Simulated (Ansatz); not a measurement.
`B[Si](O)(F)F` + H₂O → `O[Si](O)(F)F` + BH₃ at 700 K and 1 bar (formal hydrolysis of the Si–B bond).

Computed with Ansatz on PBE0-D4/def2-TZVP structures; ΔE is electronic, products minus reactants. CCSD(T)/CBS is the MP2 limit (def2-TZVPP, def2-QZVPP) plus CCSD(T) − MP2 in def2-TZVPP, frozen cores. This one scheme is used for every species. One conformer a species, not always the lowest.

```
       species  CCSD(T)/CBS energy (Eh)  H − E (kJ/mol)  S (J/(mol·K))
`B[Si](O)(F)F`               -590.59738           179.0          449.4
           H₂O                -76.37941            80.5          218.4
`O[Si](O)(F)F`               -640.47553           157.0          417.1
           BH₃                -26.55200            96.5          225.0
```

H − E and S are ideal-gas, rigid-rotor, harmonic terms from PBE0-D4/def2-TZVP, for one conformer and one mirror image of each species. 1 Eh = 2625.50 kJ/mol, R = 8.31446 J/(mol·K).

Q: By hand: ΔE, ΔH, ΔS and ΔG.

A: ΔE = (-640.47553) + (-26.55200) − (-590.59738) − (-76.37941) = -0.05074 Eh = -133.2 kJ/mol. Δ(H − E) = 157.0 + 96.5 − 179.0 − 80.5 = -6.0, so ΔH = -139.2 kJ/mol. ΔS = 417.1 + 225.0 − 449.4 − 218.4 = -25.7 J/(mol·K). ΔG = -139.2 − 700 × (-25.7)/1000 = -121.2 kJ/mol.

Q: By hand: the equilibrium constant, and the temperature at which ΔG would vanish if ΔH and ΔS stayed fixed.

A: log₁₀ K = −ΔG/(RT ln 10) = 9.0. ΔG = 0 at ΔH/ΔS = 5416 K, far beyond where these terms or the molecules hold.

ΔH outweighs TΔS. A doubt of 5 kJ/mol in ΔE shifts log₁₀ K by 0.4 here. Other conformers and mirror images would add mixing entropy, several J/(mol·K) or more a flexible species. These are equilibria of isolated gas molecules and say nothing of rates. Largest T1 diagnostic: 0.012 (customary marks: 0.02 for closed shells, 0.045 for open ones).
